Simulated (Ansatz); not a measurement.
A run of Ansatz (development build ahead of 0.2.0) on nonet Fe2O2 at this shape:

```xyz
4

Fe    0.0000    0.0000    1.2680
Fe    0.0000    0.0000   -1.2680
O     0.0000    1.3056    0.0000
O     0.0000   -1.3056    0.0000
```

Its results:

* Converged: yes
* Total energy: -2677.40104 hartree
* Spin squared of the determinant: 20.061
* Stability test: minimum

Task: Which input gives this output? Name the method, the orbitals and the basis set, and write the input.

Result: PBE0 (unrestricted) in pcseg-2.

```yaml
crystal:
  periodic: [false, false, false]
  atoms:
    - { symbol: Fe, position_ang: [0.0, 0.0, 1.26801] }
    - { symbol: Fe, position_ang: [0.0, 0.0, -1.26801] }
    - { symbol: O, position_ang: [0.0, 1.30559, 0.0] }
    - { symbol: O, position_ang: [0.0, -1.30559, 0.0] }
basis:
  gaussian: { orbitals: pcseg-2 }
magnetization:
  spin_polarized: true
  initial_magnetization: 8
hamiltonian:
  xc: pbe0
```

Caution: other spin multiplicities were not run.
